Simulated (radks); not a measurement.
The numbers below are computed, except where a source is named.
Os+, 75 electrons, occupied as [Xe] 4f14 5d6 6s1. Code: a radial shooting solver on a logarithmic mesh with Libxc functionals. Model: scalar-relativistic Kohn-Sham, PBE, spin-polarised, spherical densities, finite nucleus; open shells are filled with parallel spins first (spin-orbit coupling, left out, can overturn this in heavy ions); Fermi nuclear charge, rms radius 5.4126 fm. Some entries of the table are withheld. Estimate them.

orbital,occ.,eigenvalue (hartree),<r> (bohr)
1s up,1,-2714.076,0.01774
1s down,1,-2714.075,0.01774
2s up,1,-472.9508,0.07491
2s down,1,-472.9425,0.07491
2p up,3,-411.9724,0.06728
2p down,3,-411.9657,0.06728
3s up,1,-110.2817,0.1939
3s down,1,-110.2787,0.1939
3p up,3,-92.36783,0.1945
3p down,3,-92.36453,0.1945
3d up,5,-72.32542,0.1762
3d down,5,-72.31960,0.1762
4s up,1,-23.49911,0.4319
4s down,1,-23.49108,0.4319
4p up,3,-17.62112,0.4594
4p down,3,-17.61357,0.4594
4d up,5,-10.31512,0.4891
4d down,5,-10.30624,0.4889
5s up,1,-3.67851,1.009
5s down,1,-3.61169,1.003
4f up,7,(1),0.5580
5p up,3,(2),(3)
4f down,7,(4),0.5551
5p down,3,(5),(6)
5d up,5,-0.55956,1.745
6s up,1,-0.51395,2.730
5d down,1,-0.44902,1.769
6s down,0,-0.42451,2.851

Answer. 
(1) 4f up eigenvalue (hartree): -2.20087
(2) 5p up eigenvalue (hartree): -2.19468
(3) 5p up <r> (bohr): 1.174
(4) 4f down eigenvalue (hartree): -2.18551
(5) 5p down eigenvalue (hartree): -2.10736
(6) 5p down <r> (bohr): 1.164
